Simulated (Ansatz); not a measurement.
The cluster Ba2Se3⁻. Total charge -1; doublet. Geometry PBE-D4/def2-SVPD; atoms count from 1.

```xyz
5

Ba   -1.100   -0.035    0.082
Ba    3.088    0.114   -0.225
Se   -4.241   -0.191    0.300
Se    0.961    0.343   -2.215
Se    1.291   -0.231    2.057
```

In the def2 sets Ba takes a core potential; there is no spin–orbit coupling. The structure comes from a short search, and lower isomers may exist.

(1) Estimate the Mulliken populations from the PBE0/def2-TZVPD orbitals of Ansatz.

(2) Where does the spin sit?

(3) And the Mayer bond orders between heavy atoms (over 0.3)?

## Answers

(1) 
```
atom  charge (e)  spin (α − β)
 Ba1        1.59         -0.02
 Ba2        1.23          0.00
 Se3       -0.91          1.00
 Se4       -1.45          0.01
 Se5       -1.45          0.01
```
Mulliken values depend strongly on the basis. With diffuse functions, as here, like atoms can get unlike values, and bond orders can come out too low or too high.

(2) Summed by element: Ba -0.02, Se 1.02, of 1 unpaired in all. Largest on single atoms: Se3 1.00, Ba1 -0.02, Se5 0.01.

(3) Ba2–Se4 0.70 (2.92 Å); Ba2–Se5 0.69 (2.92 Å).
